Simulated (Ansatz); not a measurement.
Mulliken charges of C2H5NSSi, SMILES `N[SiH2]C1=CS1` from ωB97M-V/def2-TZVPP in Ansatz (PBE0-D4/def2-TZVP geometry).

| atom | x (Å) | y (Å) | z (Å) | charge (e) |
| --- | --- | --- | --- | --- |
| N1 | -1.142 | 0.516 | 1.474 | -0.370 |
| Si2 | -0.604 | 0.757 | -0.129 | 0.367 |
| C3 | 0.699 | -0.413 | -0.705 | -0.067 |
| C4 | 1.554 | -1.366 | -0.735 | -0.151 |
| S5 | 1.640 | -0.606 | -2.352 | -0.159 |
| H6 | -1.760 | -0.243 | 1.709 | 0.121 |
| H7 | -0.582 | 0.798 | 2.261 | 0.121 |
| H8 | -1.745 | 0.579 | -1.058 | -0.018 |
| H9 | -0.010 | 2.110 | -0.244 | -0.018 |
| H10 | 2.032 | -2.181 | -0.218 | 0.174 |

**Question.** By hand: the dipole of these point charges (1 e Å = 4.8032 D).

**Answer.** Σ q r = (-0.240, 0.056, 0.405) e Å, of length 0.474 e Å = 2.28 D.

**Question.** How does the dipole of the full density compare? (Best estimate.)

**Answer.** Computed: (-0.152, -0.203, 0.707) e Å, 3.61 D; the point charges give 0.63 times that, at 29° from its direction.

Point charges leave out the atoms' own dipoles, such as those of lone pairs, and Mulliken's split depends on the basis, so the two needn't agree.
